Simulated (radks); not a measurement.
Spherical quantum dot in the effective-mass picture: electrons in a hard-walled sphere of radius 5.87, with a point charge +1 (a donor) at the centre, all in effective atomic units (hartree* = m*/eps^2 hartree, bohr* = eps/m* bohr), one dielectric constant everywhere. Method: non-relativistic Kohn-Sham, PBEsol, spin-polarised, spherical densities; computed with a radial shooting solver with Libxc functionals. Levels are named by radial order and angular momentum (1s, 1p, 1d, 2s, ...), and open shells are averaged over m.

N = 25, configuration 1s2 1p6 1d10 2s(up 1, down 0) 1f(up 6, down 0). This is the lowest configuration that the search found. Occupied levels:

level    occupation  eigenvalue (hartree*)  <r> (bohr*)
1s up             1                 5.0976        4.086
1s down           1                 5.1427        4.153
1p up             3                 5.1679        4.298
1p down           3                 5.2100        4.284
1d up             5                 5.2858        4.392
1d down           5                 5.3288        4.379
2s up             1                 5.4200        1.761
1f up             6                 5.4513        4.472

Energy (hartree*): total 67.7061, kinetic 14.839, external -6.6742, Hartree 67.172, exchange-correlation -7.6305.

Electron density:

r (bohr*)  n(r) (e/bohr*^3)
0.174                0.2303
0.466                0.1274
0.758               0.07107
1.05                0.04035
1.34                0.02368
1.63                0.01501
1.93                0.01109
2.22                0.01024
2.51                0.01174
2.80                0.01550
3.09                0.02152
3.38                0.02964
3.68                0.03917
3.97                0.04848
4.26                0.05496
4.55                0.05527
4.84                0.04701
5.13                0.03091
5.43                0.01294
5.72               0.001582
